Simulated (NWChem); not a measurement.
H₂TeS; SMILES S[TeH]

Computed with NWChem. The geometry was optimised at PBE0/def2-SVP. def2 effective core potentials on Te; no spin-orbit coupling. B3LYP is NWChem's, with the RPA form of VWN correlation. Vertical excitations in the gas phase; the lowest state need not have the same character in each row.

For level LRC-wPBEh/def2-SVPD, full TDDFT:

```
Quantity                         Value
-------------------------------  -----
lowest excitation, singlet (eV)   3.26
orbital gap (eV)                  8.01
```

Question: How do the values read with level B3LYP/def2-SVPD, full TDDFT instead?

Answer: 
| Quantity | Result |
|---|---|
| lowest excitation, singlet (eV) | 3.13 |
| orbital gap (eV) | 4.18 |
